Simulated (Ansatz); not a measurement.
Process, species as SMILES: CB(C)Br [bromo(dimethyl)borane] → C[B]Br + [CH3] (CH3) (the B-C bond at the site shown breaks; other sites are not compared here)
Structures are relaxed separately at B3LYP-D3(BJ)/def2-TZVP in Ansatz (an electronic-structure program).
Geometry of the first species:
```xyz
10

B      0.0527    -0.8823     0.2908
C      1.4306    -1.6002     0.1932
C     -1.2428    -1.5454     0.8436
Br    -0.0577     0.9664    -0.3186
H      2.2899    -0.9325     0.2463
H      1.4712    -2.0877    -0.7907
H      1.5355    -2.3970     0.9335
H     -1.2656    -1.3557     1.9257
H     -1.2352    -2.6315     0.7240
H     -2.1663    -1.1362     0.4356
```
Charge 0, spin multiplicity 1.

Quantity: bond dissociation energy (electronic energy difference), in kcal/mol. Correlated levels leave the core frozen unless marked. UHF or UKS for open shells. Spin-orbit coupling is left out. The frozen core is the preceding noble-gas configuration, with the filled d and f shells of earlier blocks. Non-relativistic. Basis-set limits of correlation are two-point, X^-3; Hartree-Fock from the larger set. [CCSD(T)-MP2]/basis is that difference in the basis named.

| level | program | bond dissociation energy (kcal/mol) |
|---|---|---|
| BLYP-D4/def2-TZVPD | Ansatz + dftd4 | 103.0 |
| r2SCAN-D3(BJ)/def2-TZVPD | Ansatz + dftd3 | 101.1 |
| PBE0-D4/def2-TZVP | Ansatz + dftd4 | 106.4 |
| PBE0/def2-QZVPP | Ansatz | 104.9 |
| HSE06/def2-TZVPD | Ansatz | 105.0 |
| CCSD(T)/6-31G* | Ansatz | 106.0 |
| RI-MP2/CBS(cc-pVTZ,cc-pVQZ)+[CCSD(T)-MP2]/cc-pVTZ | Ansatz | 109.0 |
